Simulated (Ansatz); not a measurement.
Reaction: CHCl2F (dichloro(fluoro)methane, SMILES FC(Cl)Cl) → CHClF (SMILES Cl[CH]F, doublet) + Cl (doublet) (the C-Cl bond breaks)
Each species at its own B3LYP-D3(BJ)/def2-TZVP minimum (Ansatz, a first-principles code).

Wanted: bond dissociation energy (electronic), in kJ/mol. Open shells are spin-unrestricted; no spin-orbit coupling. CBS(X,Y): correlation extrapolated as X^-3, Hartree-Fock from the larger set (Q,5: extrapolated as (X+1)exp(-9√X)). A bracket is a step between two methods taken in the basis named. The functionals are non-relativistic, so their misses hold any scalar relativity. Double hybrids freeze cores in their MP2 part. 'core' is core correlation in cc-pwCVTZ (1s frozen past Ne), 'X2C' scalar relativity in cc-pVTZ-DK, both at CCSD(T).

CCSD(T)/CBS(cc-pV(Q+d)Z,cc-pV(5+d)Z) + [CCSDT(Q) - CCSD(T)]/cc-pV(D+d)Z + core + X2C (Ansatz) gives 349.3 kJ/mol.

**Question.** What does PBE/def2-TZVPD (Ansatz) give here, and how do the other levels compare?

**Answer.** PBE gives 345.3 kJ/mol, 4.0 kJ/mol below it. Differences of the others: PBE0/def2-TZVPD (Ansatz) -14.9; B2PLYP/def2-TZVPD (Ansatz) -21.7; CCSD(T)/CBS(cc-pV(Q+d)Z,cc-pV(5+d)Z) + core + X2C (Ansatz) 0.1 kJ/mol. Nearer than PBE: CCSD(T)/CBS(cc-pV(Q+d)Z,cc-pV(5+d)Z) + core + X2C.
